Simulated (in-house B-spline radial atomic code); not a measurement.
A run on neutral carbon (an excited or competing configuration) that did not converge. Method: non-relativistic SCAN, spin-polarised, spherical fractional occupations, point nucleus; computed with a B-spline radial code for spherical atoms.

Command:
```bash
python run_scf.py task.json out
```
Settings:
```
Z                6
configuration    [He] 2s1 2p3
hamiltonian      nr
method           scan,scan
spin_polarised   True
```

First and last ten iterations of the last attempt (damped for 15 steps, keeping 80 % of the old Fock matrix, then DIIS):
```
 iter        energy (Eh)    residual
    1         -37.706334    8.97e-03
    2         -37.707068    9.40e-04
    3         -37.707092    6.70e-04
    4         -37.707103    4.81e-04
    5         -37.707108    3.47e-04
    6         -37.707111    2.53e-04
    7         -37.707112    1.86e-04
    8         -37.707113    1.38e-04
    9         -37.707113    1.07e-04
   10         -37.707113    8.93e-05
  111         -23.572789    1.72e+00
  112         -25.976494    9.84e-01
  113         -26.071131    9.12e-01
  114       28898.907719    8.68e+01
  115       28900.730588    8.71e+01
  116       28878.764524    8.54e+01
  117       28878.508920    8.54e+01
  118       28878.588641    8.54e+01
  119       29201.991089    8.58e+01
  120       41053.113870    9.79e+01
 not converged after 120 iterations
```

The smallest residual met was 2.2e-05; the threshold is about 1e-07. No energy from this run should be used. Cost of the run: 1.4 s on 1 thread of Arm Neoverse N1 (shared host).
